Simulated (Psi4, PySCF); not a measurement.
The Psi4 input:
```
memory 2 GB

molecule {
0 1
  C    -0.28728591    1.20823473   -1.11264235
  C    -0.25309893   -0.04926139   -0.25443164
  C     0.15383757   -1.26781817   -1.07205804
  C    -1.59391997   -0.27688702    0.43190663
  S     0.98570354    0.19379041    1.10925437
  H    -1.05113059    1.11037707   -1.88238910
  H    -0.51895782    2.07888926   -0.50319583
  H     0.67220764    1.37358002   -1.59965358
  H     0.23356972   -2.14509353   -0.43396168
  H    -0.59245319   -1.46420702   -1.84018979
  H     1.11415571   -1.10710133   -1.55899341
  H    -1.54863534   -1.15449171    1.07316198
  H    -1.85805211    0.58228339    1.04469498
  H    -2.37350079   -0.42797162   -0.31227422
  H     2.03434358    0.36748006    0.30808310
}

set basis sto-3g
set freeze_core true
set mp2_type conv
set scf_type pk
set puream true
set d_convergence 1e-8

energy('ccsd(t)')
print_variables()
```

Q: Convert this to an input for PySCF.

A: This is not unique; one that fits is 
```python
from pyscf import gto, scf, cc

mol = gto.M(
    atom='''
C    -0.287286    1.208235   -1.112642
C    -0.253099   -0.049261   -0.254432
C     0.153838   -1.267818   -1.072058
C    -1.593920   -0.276887    0.431907
S     0.985704    0.193790    1.109254
H    -1.051131    1.110377   -1.882389
H    -0.518958    2.078889   -0.503196
H     0.672208    1.373580   -1.599654
H     0.233570   -2.145094   -0.433962
H    -0.592453   -1.464207   -1.840190
H     1.114156   -1.107101   -1.558993
H    -1.548635   -1.154492    1.073162
H    -1.858052    0.582283    1.044695
H    -2.373501   -0.427972   -0.312274
H     2.034344    0.367480    0.308083
''',
    basis='sto-3g',
    charge=0,
    spin=0,
    verbose=3,
)

mf = scf.RHF(mol)
mf.kernel()

mycc = cc.CCSD(mf, frozen=9)
mycc.kernel()
et = mycc.ccsd_t()
print('E(CCSD(T)) = %.10f' % (mycc.e_tot + et))
```

Both were run: Psi4 gave -548.945310 Eh and PySCF -548.945310 Eh, 0.000 mEh apart.
